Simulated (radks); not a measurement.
Question: The potassium anion K-, [Ar] 4s2, held by a Watson sphere: a shell of charge +1 at radius R that stands for the Madelung well of a crystal (potential energy -1/R inside, -1/r outside, in hartree with lengths in bohr). Calculated with a radial shooting solver on a logarithmic mesh with Libxc functionals: scalar-relativistic Kohn-Sham, LB94 model potential, spin-polarised, spherical densities, point nucleus. Response by self-consistent Sternheimer equations with the Hartree and adiabatic LDA kernel, the relativistic mass of each level held fixed and spin-orbit coupling left out. The sphere does not respond.

R (bohr)  e(3s) (eV)  e(3p) (eV)  e(4s) (eV)  <r> 4s (bohr)  sum of <r^2> (bohr^2)  X-ray form factor at sin(theta)/lambda = 0.3 1/angstrom  alpha (bohr^3)
2.21         -43.334     -27.049      -6.356          3.924                  54.86                                                   11.034           137.2
2.38         -42.749     -26.483      -6.326          3.949                  55.39                                                   11.028           139.8
3.06         -41.095     -24.850      -6.090          4.104                  58.34                                                   11.024           159.5
3.99         -39.938     -23.686      -5.605          4.380                  63.72                                                   11.024           205.2
4.06         -39.879     -23.626      -5.567          4.401                  64.15                                                   11.024           209.2
4.12         -39.831     -23.578      -5.534          4.419                  64.52                                                   11.023           212.7
4.72         -39.432     -23.175      -5.210          4.590                  68.19                                                   11.021           250.3
4.79         -39.393     -23.136      -5.174          4.609                  68.61                                                   11.021           254.9

Estimate the row for R = 4.1 bohr.

Answer: e(3s) (eV) -39.847; e(3p) (eV) -23.594; e(4s) (eV) -5.545; <r> 4s (bohr) 4.413; sum of <r^2> (bohr^2) 64.39; X-ray form factor at sin(theta)/lambda = 0.3 1/angstrom 11.023; alpha (bohr^3) 211.6.
